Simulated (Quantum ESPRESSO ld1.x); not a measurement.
Q: Species: the silver ion Ag10+. Configuration: [Kr] 4d1. All-electron calculation, scalar-relativistic Kohn-Sham, LDA (Slater exchange, Perdew-Zunger correlation), spin-unpolarised, spherical densities, point nucleus. Program: ld1.x of Quantum ESPRESSO 7.5. Some entries of the table are withheld. Estimate them.

orbital,occ.,eigenvalue (eV),<r^2> (bohr^2),r(max) (bohr)
1s,2,-25501.6,0.001311,0.020
2s,2,(1),0.02149,0.114
2p,6,(2),0.01692,(3)
3s,2,-881.521,0.1550,0.334
3p,6,-756.174,(4),0.326
3d,10,-558.645,0.1405,0.273
4s,2,-277.698,(5),(6)
4p,6,-238.010,0.9271,0.837
4d,1,-177.661,1.151,0.906

A: 
(1) 2s eigenvalue (eV): -3930.49
(2) 2p eigenvalue (eV): -3548.83
(3) 2p r(max) (bohr): 0.091
(4) 3p <r^2> (bohr^2): 0.1561
(5) 4s <r^2> (bohr^2): 0.8241
(6) 4s r(max) (bohr): 0.798
